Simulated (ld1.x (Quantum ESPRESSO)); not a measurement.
K (Z = 19): one change to a TM potential, before and after

* Element: K (Z = 19)
* Generator: ld1.x (Quantum ESPRESSO) 7.5
* Type: norm-conserving Troullier–Martins (Kleinman–Bylander form)
* Functional: LDA (PZ)
* Relativity: scalar-relativistic
* Frozen core: [Ne]
* Valence charge: 9
* Reference configuration: 3s2 3p6 3d1 4s0 4p0
* Partial waves: 3s (bound): rc 1.85 bohr; 3p (bound): rc 1.95 bohr; 3d (bound): rc 4.20 bohr; 4f channel at 0.5 Ry: rc 3.70 bohr
* Local potential: the f channel
* Core correction: a·sin(br)/r model core, default radius (core density twice the valence density)

All-electron outer shells of the reference configuration (LDA (PZ), scalar-relativistic, ld1.x):

```csv
shell,level (eV),outermost node (bohr),outermost maximum (bohr)
2s,-353.64,0.11,0.32
2p,-281.42,–,0.26
3s,-36.53,0.48,1.07
3p,-20.19,0.45,1.15
4s,-3.14,1.58,3.83
4p,-1.49,1.86,5.79
3d,-0.63,–,6.98
```

Change: functional PBE.

Cutoffs: the cutoffs (Ry, on a coarse ladder) from which the occupation-weighted sum of valence levels, in a spherical-Bessel basis at the reference potential, stays within 10 and 1 mRy of its value at 400 Ry; they do not see the model core or the augmentation charge, which bear on the density cutoff. Errors are all-electron minus pseudo energies relative to the spin-unpolarised reference configuration.

Task: Predict the effect on cutoff, ghosts and configuration errors.

Result: The potential gets softer (30 Ry and 50 Ry → 25 Ry and 50 Ry); the number of tests with a reliable result goes from 9 to 7; the errors of the 7 common tests hardly move; neither file shows a bound ghost.

```tsv
quantity	base	changed
cutoff, loose	30 Ry	25 Ry
cutoff, tight	50 Ry	50 Ry
bound ghosts	none	none
error for 3s2 3p6 3d0 4s1 4p0, meV [ΔE -2.51 → -2.46 eV]	+129	+119
error for 3s2 3p6 3d0 4s0 4p0, meV [ΔE 1.89 → 1.86 eV]	+7.8	+6.7
error for 3s2 3p6 3d0 4s0.5 4p0, meV [ΔE -0.80 → -0.82 eV]	+89	+84
error for 3s2 3p6 3d0.5 4s0.5 4p0, meV [ΔE -1.26 → -1.24 eV]	+73	+71
error for 3s2 3p6 3d0 4s0 4p1, meV [ΔE -0.88 → -0.90 eV]	+20	+17
error for 3s2 3p5 3d0 4s1 4p0, meV [ΔE 22.45 → 22.47 eV]	+471	+442
error for 3s1 3p6 3d0 4s1 4p0, meV [ΔE 39.32 → 39.54 eV]	+430	+398
s: phases at 4.54 bohr within 0.05 rad from the reference energy up to (Ry; the scan ends near 5)	-0.4	-0.4
p: phases at 4.54 bohr within 0.05 rad from the reference energy up to (Ry; the scan ends near 5)	0.0	-0.0
d: phases at 4.54 bohr within 0.05 rad from the reference energy up to (Ry; the scan ends near 5)	0.4	0.4
f: phases at 4.54 bohr within 0.05 rad from the reference energy up to (Ry; the scan ends near 5)	2.3	2.3
```
